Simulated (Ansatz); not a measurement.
System: HSiOCl, charge 0, singlet. HSiOCl (SMILES [Si](Cl)O).
B3LYP-D3(BJ)/def2-TZVP minimum from Ansatz (a first-principles code):
```xyz
4

Si     0.0035    -0.4947     0.7444
Cl     0.4099     1.2076    -0.4149
O     -0.7464    -1.4147    -0.4061
H     -1.0457    -2.2854    -0.1194
```
Charge 0, spin multiplicity 1.

Hartree-Fock and MP2 correlation energies in hartree (Ansatz). Open shells are spin-unrestricted; no spin-orbit coupling. Cores are frozen in correlated methods. No relativity.

| basis | X | E(HF) | E(corr, MP2) |
|---|---|---|---|
| cc-pV(T+d)Z | 3 | -824.01434 | -0.52924 |
| cc-pV(Q+d)Z | 4 | -824.02763 | -0.57621 |
| cc-pV(5+d)Z | 5 | -824.03048 | withheld |

Question: Fit E(corr) = E∞ + A/X³ to X = 3 and 4, predict X = 5, and compare with the run.

Answer: A = (-0.52924 - (-0.57621))/(1/27 - 1/64) = 2.1936; E∞ = -0.57621 - A/64 = -0.61049; at X = 5, E∞ + A/125 = -0.59294. The run gave -0.59605, 3.11 mEh below the prediction. The same form on X = 4 and 5 gives E∞ = -0.61687, 6.38 mEh below the first estimate.
